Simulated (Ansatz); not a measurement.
Ansatz (a program for electronic structure) input (CCSD(T)/def2-SVPD):

Ansatz 0.2 input:
```yaml
crystal:
  periodic: [false, false, false]
  atoms:
    - {symbol: In, position_ang: [-0.00000000, -0.00000000, -1.45502438]}
    - {symbol: I, position_ang: [0.00000000, 0.00000000, 1.34521122]}
basis:
  gaussian:
    orbitals: def2-SVPD
magnetization: {spin_polarized: true, initial_magnetization: 2}
correlation: {method: ccsd_t, electrons: outside_noble_gas}
output: {forces: true}
```

End of the output:

```
mean field evaluation 512: about -13218.1403 eV, gradient 1.0e0 eV
mean field evaluation 544: about -13218.1813 eV, gradient 1.7e-3 eV
mean field evaluation 576: about -13217.5108 eV, gradient 5.2e-1 eV
mean field evaluation 608: about -13221.0948 eV, gradient 1.4e-2 eV
mean field evaluation 640: about -13219.7195 eV, gradient 2.0e-3 eV
mean field evaluation 672: about -13219.1776 eV, gradient 6.5e-3 eV
mean field evaluation 704: about -13217.5783 eV, gradient 5.4e0 eV
mean field evaluation 736: about -13217.4770 eV, gradient 3.1e0 eV
mean field evaluation 768: about -13217.4851 eV, gradient 2.7e-2 eV
mean field evaluation 800: about -13218.1734 eV, gradient 5.9e-1 eV
mean field evaluation 832: about -13221.0937 eV, gradient 2.0e-1 eV
mean field evaluation 864: about -13219.8721 eV, gradient 7.5e-2 eV
mean field evaluation 896: about -13219.1774 eV, gradient 6.1e-2 eV
mean field evaluation 928: about -13219.6825 eV, gradient 3.3e0 eV
mean field -13221.09481531 eV, -485.8662728828 hartree, gradient 2.3e-6 eV, S^2 2.024448; 13 other end points of the search recorded, 0 dependent functions left out
determinant -13221.09481531 eV, -485.8662728828 hartree, with singles and doubles -13224.88512065 eV, -486.0055640347 hartree
determinant -13219.87231205 eV, -485.8213467164 hartree, with singles and doubles -13223.69998899 eV, -485.9620112494 hartree
determinant -13219.71947250 eV, -485.8157299668 hartree, with singles and doubles -13223.56087212 eV, -485.9568987990 hartree
determinant -13219.17762606 eV, -485.7958174773 hartree, with singles and doubles -13223.16695731 eV, -485.9424226968 hartree
determinant -13218.18125794 eV, -485.7592016243 hartree, with singles and doubles -13222.20735948 eV, -485.9071581270 hartree
determinant -13217.80569600 eV, -485.7453999774 hartree, with singles and doubles -13221.73950581 eV, -485.8899648215 hartree
18 core orbitals not correlated
reference -13221.09481531 eV, -485.8662728828 hartree; 6, 4 occupied and 43, 45 virtual orbitals, 868 factors
densities: 0.25 GiB planned
second order -3.33540178 eV of doubles, -0.00000000 eV of singles
coupled cluster: 0.19 GiB planned
cycle   1  -3.79483473 eV  change   -9.4e-2 eV  update   1.8e-2
cycle   2  -3.80292875 eV  change   -8.1e-3 eV  update   5.6e-3
cycle   3  -3.80453728 eV  change   -1.6e-3 eV  update   2.3e-3
cycle   4  -3.80565089 eV  change   -1.1e-3 eV  update   1.1e-3
cycle   5  -3.80606050 eV  change   -4.1e-4 eV  update   5.4e-4
cycle   6  -3.80627475 eV  change   -2.1e-4 eV  update   2.4e-4
cycle   7  -3.80630005 eV  change   -2.5e-5 eV  update   9.0e-5
cycle   8  -3.80629832 eV  change    1.7e-6 eV  update   4.0e-5
cycle   9  -3.80629785 eV  change    4.7e-7 eV  update   1.6e-5
cycle  10  -3.80629899 eV  change   -1.1e-6 eV  update   5.5e-6
cycle  11  -3.80629960 eV  change   -6.1e-7 eV  update   1.9e-6
cycle  12  -3.80629971 eV  change   -1.1e-7 eV  update   7.7e-7
perturbative correction -0.11938421 eV, -0.0043872889 hartree
the calculation of the forces begins
mean field evaluation 960: about -13221.0948 eV, gradient 2.3e-6 eV
Total energy: -13225.02049923 eV, -486.0105391059 hartree
Atom 0 at    -0.000000    -0.000000    -1.455024 Å, force    -0.000000     0.000000     0.114180 eV/Å
Atom 1 at     0.000000     0.000000     1.345211 Å, force     0.000000    -0.000000    -0.114180 eV/Å
Dipole moment:     0.000000    -0.000000    -0.366349 e Å
```

This is an excited triplet: at this geometry the singlet lies 2.95 eV lower at CCSD(T)/CBS(def2-TZVPPD,def2-QZVPPD).
